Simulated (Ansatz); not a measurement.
**Molecular dynamics of Cl2H3HfNO**

Input file:

```yaml
crystal:
  periodic: [false, false, false]
  atoms:
    - { symbol: Hf, position_ang: [-0.048158, -0.068669, -0.028546] }
    - { symbol: "N", position_ang: [-0.281655, 0.009809, 2.021871] }
    - { symbol: H, position_ang: [-0.49168, -0.874401, 2.416373] }
    - { symbol: H, position_ang: [-0.006722, 0.669076, 2.705963] }
    - { symbol: Cl, position_ang: [2.262241, -0.341505, -0.363603] }
    - { symbol: Cl, position_ang: [-0.812474, 2.095638, -0.745363] }
    - { symbol: O, position_ang: [-1.157736, -1.553818, -0.704844] }
    - { symbol: H, position_ang: [-1.536684, -2.442371, -0.933458] }
basis:
  gaussian: { orbitals: def2-SVP }
hamiltonian:
  xc: pbe
  dispersion: d4
md:
  timestep: 2.0
  n_steps: 40
  ensemble: nve
  temperature: 400.0
  initial_velocities: maxwell_boltzmann
  seed: 392099
```

Command:

```bash
$ ansatz run input.yaml --threads 4 --pin off --max-ram 5120MiB --backend cpu --events-out ev --progress --plain --runs-dir out
```

It goes on from the last frame of an earlier run, with new velocities.

Output, in part (step lines, the closing report, with atoms numbered from 0):

```
md step     0: t =     0.00 fs  T =   400.0 K  F+E_penalty+E_count = -29921.14497724 eV  E_kin = 0.310224 eV  conserved = -29920.83475324 eV  (30 SCF iters)
[... lines left out ...]
Total energy: -29913.15482598 eV, -1099.2881639903 hartree
Atom 0 at    -0.028420    -0.110006    -0.019904 Å, force    -0.796295     1.880775    -0.758057 eV/Å
Atom 1 at    -0.404725     0.008637     1.913385 Å, force    -0.733694    -0.700375    -0.764974 eV/Å
Atom 2 at    -1.145344    -0.294735     2.518596 Å, force    -0.993729    -0.342378     0.300854 eV/Å
Atom 3 at     0.322124     0.274242     2.513291 Å, force     1.941852     0.905120     1.445188 eV/Å
Atom 4 at     2.292606    -0.232682    -0.390386 Å, force     0.406371    -0.238151    -0.025708 eV/Å
Atom 5 at    -0.802436     2.084863    -0.753725 Å, force     0.321457    -0.747077     0.108037 eV/Å
Atom 6 at    -1.341600    -1.352386    -0.632769 Å, force    18.382481    65.933724    16.021105 eV/Å
Atom 7 at    -1.499376    -1.936711    -0.773685 Å, force   -18.528442   -66.691638   -16.326445 eV/Å
Dipole moment:    -0.132534    -0.668884     0.470444 e Å
```

The steps, from the saved trajectory:

```tsv
time (fs)	T (K)	potential energy less start (eV)	conserved less start (meV/atom)
0	400	0.000	0.00
2	425	-0.030	-1.39
4	434	-0.036	-1.15
6	507	-0.087	-0.57
8	492	-0.065	0.70
10	496	-0.081	-0.87
12	503	-0.093	-1.71
14	474	-0.045	1.46
16	473	-0.067	-1.27
18	372	0.046	3.00
20	387	-0.010	-2.50
22	269	0.130	3.49
24	297	0.083	0.33
26	225	0.168	4.08
28	272	0.085	-1.76
30	215	0.178	4.29
32	253	0.138	3.02
34	268	0.133	3.75
36	320	0.071	1.14
38	328	0.101	5.59
40	352	0.080	5.33
42	336	0.099	6.20
44	374	0.038	2.22
46	339	0.132	10.65
48	378	0.086	8.60
50	288	0.185	12.31
52	410	0.015	2.84
54	309	0.244	21.66
56	420	0.121	17.07
58	280	0.283	23.84
60	522	-0.025	8.74
62	437	0.302	41.26
64	636	0.197	47.56
66	360	0.477	55.70
68	753	-0.014	32.48
70	676	0.911	140.59
72	1813	1.143	279.79
74	348	2.290	281.22
76	734	2.014	284.13
78	2612	0.243	244.79
80	16234	7.990	2533.78
```

The run went to its last step. The conserved energy changed by up to 2500 meV per atom, so the integration failed: the time step of 2 fs is too long for the fastest motions that this run met, and the later frames carry no physical meaning.

No bond is clearly made or broken; grazing contacts change: Hf1–H8 2.94 → 2.46 Å. Pairs count as bonded within 1.25 times the sum of covalent radii (0.12 Å more for H–H).

Last frame:

```xyz
8
Properties=species:S:1:pos:R:3
Hf -0.028 -0.110 -0.020
N -0.405 0.009 1.913
H -1.145 -0.295 2.519
H 0.322 0.274 2.513
Cl 2.293 -0.233 -0.390
Cl -0.802 2.085 -0.754
O -1.342 -1.352 -0.633
H -1.499 -1.937 -0.774
```

Time of the run: 34 s on 4 threads of Intel(R) Xeon(R) 6975P-C (Granite Rapids), with other jobs on the host, peak memory 0.25 GiB.
